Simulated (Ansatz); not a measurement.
CH3ClF2Hf (`[CH3][Hf]([F])([F])[Cl]`). Charge 0, multiplicity 1. Correlated methods include outer-core shells of Hf, which these sets cover unevenly. Hf: def2 effective core potential.

```json
{"atom": "C1", "x (Å)": "-0.835", "y (Å)": "-0.722", "z (Å)": "0.357"}
{"atom": "Hf2", "x (Å)": "0.802", "y (Å)": "0.577", "z (Å)": "-0.308"}
{"atom": "F3", "x (Å)": "2.035", "y (Å)": "0.614", "z (Å)": "1.129"}
{"atom": "F4", "x (Å)": "1.535", "y (Å)": "-0.275", "z (Å)": "-1.834"}
{"atom": "Cl5", "x (Å)": "-0.144", "y (Å)": "2.673", "z (Å)": "-0.777"}
{"atom": "H6", "x (Å)": "-1.319", "y (Å)": "-0.318", "z (Å)": "1.254"}
{"atom": "H7", "x (Å)": "-0.473", "y (Å)": "-1.728", "z (Å)": "0.598"}
{"atom": "H8", "x (Å)": "-1.601", "y (Å)": "-0.820", "z (Å)": "-0.420"}
```

Give the diagnostics of a CCSD(T)/def2-TZVPP run (frozen core, the Gaussian-basis code of Ansatz). (Best estimate.)

The calculation gave: T1 = 0.0150, largest single amplitude 0.039, largest double 0.024, (T) share of the correlation energy 3.6 %, 9 CCSD cycles. The RHF solution is stable towards an unrestricted one. T1 lies under the customary mark of 0.02 for closed shells.
